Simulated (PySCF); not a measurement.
This PySCF input asks for the NMR shieldings of `InChI=1S/C3H4O2SSi/c4-1-2-6-7-3-5/h2-3H,7H2`; the geometry comes from GFN2-xTB.

```python
import basis_set_exchange as bse
import numpy as np
from pyscf import gto, dft
from pyscf.prop import nmr

atoms = """
O     1.579232    2.150068   -1.183386
C     1.717073    1.103316   -0.703610
C     1.788333   -0.084250   -0.193796
S     0.740577   -1.340291   -0.927479
Si   -1.013764   -1.165222    0.320456
C    -1.459954    0.701001    0.273856
O    -1.159115    1.464566    1.154271
H     2.479061   -0.396571    0.563046
H    -2.010152   -1.958840   -0.376500
H    -0.688274   -1.559381    1.682716
H    -1.967592    1.088275   -0.635538
"""
names = dict.fromkeys(["O", "C", "S", "Si", "H"], "pcSseg-1")
basis = {el: gto.basis.parse(bse.get_basis(n, elements=[el], fmt="nwchem")) for el, n in names.items()}
mol = gto.M(atom=atoms, basis=basis, charge=0, verbose=0)
mf = dft.RKS(mol, xc="PBE0")
mf.grids.level = 2
mf.grids.alignment = dft.numint.BLKSIZE   # the property module wants whole blocks of grid points
mf.conv_tol = 1e-9
mf.kernel()

calc = nmr.RKS(mf)   # GIAO
C = mf.mo_coeff
Co = C[:, mf.mo_occ > 0]
resp = mf.gen_response(singlet=True, hermi=2)
def vind(x):   # induced exchange potential for any number of trial vectors
    d = np.einsum("pi,xij,qj->xpq", C, 2 * x.reshape(-1, C.shape[1], Co.shape[1]), Co, optimize=True)
    return np.einsum("xpq,pi,qj->xij", resp(d - d.transpose(0, 2, 1)), C, Co, optimize=True).ravel()
mo1, _ = nmr.rhf.solve_mo1(calc, with_cphf=vind)
sigma = calc.kernel(mo1)
for i, s in enumerate(sigma):   # ppm
    w = np.linalg.eigvalsh((s + s.T) / 2)
    print("%2d %-2s iso %8.1f  s11 %8.1f  s22 %8.1f  s33 %8.1f" % (i, mol.atom_pure_symbol(i), w.mean(), *w))
```

Q: What are the results?

A: 
```
 0 O  iso    -31.2  s11   -196.0  s22    -22.5  s33    125.0
 1 C  iso     -7.4  s11    -95.7  s22    -64.7  s33    138.4
 2 C  iso    172.7  s11    156.4  s22    172.0  s33    189.7
 3 S  iso    681.1  s11    554.4  s22    628.7  s33    860.2
 4 Si iso    397.9  s11    381.0  s22    393.4  s33    419.2
 5 C  iso    -51.3  s11   -160.6  s22    -86.4  s33     93.0
 6 O  iso   -624.4  s11  -1704.4  s22   -567.3  s33    398.6
 7 H  iso     28.6  s11     22.5  s22     27.1  s33     36.1
 8 H  iso     26.7  s11     23.2  s22     24.6  s33     32.3
 9 H  iso     27.3  s11     24.1  s22     25.0  s33     32.9
10 H  iso     19.7  s11     14.0  s22     21.0  s33     24.0
```

These numbers come from an equivalent density-fitted implementation of the same equations, which agrees with the script to about 0.01 ppm for H and up to a few tenths of a ppm for heavy atoms, so last digits may differ.

Q: Turn these shieldings into chemical shifts. Referencing at the same level of theory: ¹⁷O (336.08 ppm) against H2O; TMS for ¹³C (186.93 ppm), ²⁹Si (349.16 ppm), ¹H (31.72 ppm); ³³S (503.73 ppm) against CS2.

A: Averaging equivalent atoms: O 6: 960.5; O 0: 367.3; C 5: 238.3; C 1: 194.3; C 2: 14.2; S 3: -177; Si 4: -48.7; H 10: 12.06; H 8/9: 4.70; H 7: 3.15 ppm. Unscaled 17O shifts of doubly bonded oxygen tend to come out too high, by tens of ppm or more. Experimental scales use liquid or dissolved standards, which lie at an offset from isolated H2O (liquid H2O: subtract about 36 ppm).

Size and cost of the density-fitted run: 153 basis functions, 65 s wall time on 1 thread of an Intel Xeon, shared host; peak memory 0.71 GiB.
